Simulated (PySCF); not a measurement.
H₈N₃Si₃, SMILES N1[SiH]N[SiH2]N[SiH2]1 (connectivity only; charge and spin as stated), charge +1, multiplicity 1. Atoms are numbered in the order given.

```xyz
14

N      0.0227    -0.9019    -1.4423
Si    -0.0735    -1.7516     0.0000
N      0.0227    -0.9019     1.4423
Si     0.1265     0.9215     1.5645
N     -0.4204     1.4682     0.0000
Si     0.1265     0.9215    -1.5645
H      0.0524    -1.4513    -2.3130
H     -0.2014    -3.2298     0.0000
H      0.0524    -1.4513     2.3130
H     -0.8086     1.3672     2.6376
H      1.5618     1.2325     1.8371
H     -1.2962     2.0032     0.0000
H     -0.8086     1.3672    -2.6376
H      1.5618     1.2325    -1.8371
```
Charge +1, spin multiplicity 1.

Geometry optimised at PBE-D3(BJ)/def2-SVP. The multiplicity is an assumed one; other spin states were not compared. The isomer is the one that the SMILES or the coordinates give; other isomers of the formula were not compared.

Level of theory: PBE-D3(BJ)/def2-SVP (PySCF).

Frequencies are harmonic and unscaled.

```json
[
 {"mode": "1", "ν (cm⁻¹)": "86", "IR (km/mol)": "0.6", "moving atoms (share of kinetic energy)": "N 48 %, H 33 %, Si 19 %"},
 {"mode": "2", "ν (cm⁻¹)": "115", "IR (km/mol)": "3.7", "moving atoms (share of kinetic energy)": "H 50 %, Si 25 %, N 25 %"},
 {"mode": "3", "ν (cm⁻¹)": "194", "IR (km/mol)": "7.6", "moving atoms (share of kinetic energy)": "N 52 %, Si 31 %, H 17 %"},
 {"mode": "4", "ν (cm⁻¹)": "266", "IR (km/mol)": "15.2", "moving atoms (share of kinetic energy)": "N 51 %, Si 38 %, H 11 %"},
 {"mode": "5", "ν (cm⁻¹)": "295", "IR (km/mol)": "2.2", "moving atoms (share of kinetic energy)": "Si 53 %, N 40 %"},
 {"mode": "6", "ν (cm⁻¹)": "322", "IR (km/mol)": "57.1", "moving atoms (share of kinetic energy)": "H 74 %, N 23 %"},
 {"mode": "7", "ν (cm⁻¹)": "458", "IR (km/mol)": "3.7", "moving atoms (share of kinetic energy)": "H 86 %, N 14 %"},
 {"mode": "8", "ν (cm⁻¹)": "473", "IR (km/mol)": "6.3", "moving atoms (share of kinetic energy)": "H 49 %, Si 39 %, N 13 %"},
 {"mode": "9", "ν (cm⁻¹)": "479", "IR (km/mol)": "17.5", "moving atoms (share of kinetic energy)": "H 47 %, Si 46 %"},
 {"mode": "10", "ν (cm⁻¹)": "567", "IR (km/mol)": "6.7", "moving atoms (share of kinetic energy)": "H 44 %, Si 31 %, N 25 %"},
 {"mode": "11", "ν (cm⁻¹)": "573", "IR (km/mol)": "109.2", "moving atoms (share of kinetic energy)": "H 90 %"},
 {"mode": "12", "ν (cm⁻¹)": "579", "IR (km/mol)": "21.0", "moving atoms (share of kinetic energy)": "H 35 %, Si 34 %, N 32 %"},
 {"mode": "13", "ν (cm⁻¹)": "588", "IR (km/mol)": "0.0", "moving atoms (share of kinetic energy)": "H 67 %, Si 19 %, N 14 %"},
 {"mode": "14", "ν (cm⁻¹)": "630", "IR (km/mol)": "30.4", "moving atoms (share of kinetic energy)": "H 40 %, N 39 %, Si 21 %"},
 {"mode": "15", "ν (cm⁻¹)": "686", "IR (km/mol)": "0.3", "moving atoms (share of kinetic energy)": "H 90 %"},
 {"mode": "16", "ν (cm⁻¹)": "700", "IR (km/mol)": "121.1", "moving atoms (share of kinetic energy)": "H 60 %, N 29 %, Si 11 %"},
 {"mode": "17", "ν (cm⁻¹)": "763", "IR (km/mol)": "2.0", "moving atoms (share of kinetic energy)": "H 80 %, Si 11 %, N 9 %"},
 {"mode": "18", "ν (cm⁻¹)": "769", "IR (km/mol)": "23.1", "moving atoms (share of kinetic energy)": "H 59 %, N 32 %, Si 9 %"},
 {"mode": "19", "ν (cm⁻¹)": "811", "IR (km/mol)": "23.9", "moving atoms (share of kinetic energy)": "H 76 %, N 15 %, Si 9 %"},
 {"mode": "20", "ν (cm⁻¹)": "885", "IR (km/mol)": "436.5", "moving atoms (share of kinetic energy)": "H 60 %, N 20 %, Si 19 %"},
 {"mode": "21", "ν (cm⁻¹)": "906", "IR (km/mol)": "63.6", "moving atoms (share of kinetic energy)": "H 66 %, N 25 %, Si 9 %"},
 {"mode": "22", "ν (cm⁻¹)": "908", "IR (km/mol)": "162.2", "moving atoms (share of kinetic energy)": "H 95 %"},
 {"mode": "23", "ν (cm⁻¹)": "930", "IR (km/mol)": "89.3", "moving atoms (share of kinetic energy)": "N 47 %, H 36 %, Si 16 %"},
 {"mode": "24", "ν (cm⁻¹)": "934", "IR (km/mol)": "17.1", "moving atoms (share of kinetic energy)": "H 77 %, N 13 %, Si 10 %"},
 {"mode": "25", "ν (cm⁻¹)": "1043", "IR (km/mol)": "59.6", "moving atoms (share of kinetic energy)": "H 57 %, Si 30 %, N 14 %"},
 {"mode": "26", "ν (cm⁻¹)": "1124", "IR (km/mol)": "62.3", "moving atoms (share of kinetic energy)": "H 49 %, N 43 %"},
 {"mode": "27", "ν (cm⁻¹)": "1153", "IR (km/mol)": "182.8", "moving atoms (share of kinetic energy)": "H 61 %, N 34 %"},
 {"mode": "28", "ν (cm⁻¹)": "1160", "IR (km/mol)": "306.5", "moving atoms (share of kinetic energy)": "H 59 %, N 34 %"},
 {"mode": "29", "ν (cm⁻¹)": "2217", "IR (km/mol)": "46.7", "moving atoms (share of kinetic energy)": "H 98 %"},
 {"mode": "30", "ν (cm⁻¹)": "2221", "IR (km/mol)": "54.8", "moving atoms (share of kinetic energy)": "H 98 %"},
 {"mode": "31", "ν (cm⁻¹)": "2242", "IR (km/mol)": "35.1", "moving atoms (share of kinetic energy)": "H 96 %"},
 {"mode": "32", "ν (cm⁻¹)": "2243", "IR (km/mol)": "71.8", "moving atoms (share of kinetic energy)": "H 96 %"},
 {"mode": "33", "ν (cm⁻¹)": "2268", "IR (km/mol)": "10.0", "moving atoms (share of kinetic energy)": "H 96 %"},
 {"mode": "34", "ν (cm⁻¹)": "3465", "IR (km/mol)": "203.7", "moving atoms (share of kinetic energy)": "H 93 %"},
 {"mode": "35", "ν (cm⁻¹)": "3467", "IR (km/mol)": "40.0", "moving atoms (share of kinetic energy)": "H 93 %"},
 {"mode": "36", "ν (cm⁻¹)": "3504", "IR (km/mol)": "99.9", "moving atoms (share of kinetic energy)": "H 93 %"}
]
```
